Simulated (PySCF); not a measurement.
Mg(NH2)(SeH), H3MgNSe, SMILES [Mg]([SeH])[NH2] (CAM-B3LYP/def2-SVP optimised geometry):

```
6

Mg    -0.023    -0.728     0.000
N      1.856    -0.740     0.006
H      2.458    -0.743     0.826
H      2.464    -0.744    -0.809
Se    -2.444    -0.728     0.000
H     -2.464     0.744     0.000
```

Method: CAM-B3LYP/def2-TZVP (PySCF 2.14.0).

Q: What are the frontier orbital energies and the dipole moment?

A: HOMO-2 -9.07 eV, HOMO-1 -7.99 eV, HOMO -7.98 eV, LUMO -0.42 eV, LUMO+1 0.87 eV; dipole moment 1.85 D.

On the same geometry PBE/def2-TZVP in PySCF gives HOMO-2 -6.72 eV, HOMO-1 -5.63 eV, HOMO -5.15 eV, LUMO -1.84 eV, LUMO+1 -0.66 eV; dipole moment 1.70 D.

Meta-Löwdin charges at CAM-B3LYP/def2-TZVP: Mg1 1.36, N2 -1.12, H3 0.21, H4 0.21, Se5 -0.72, H6 0.06.
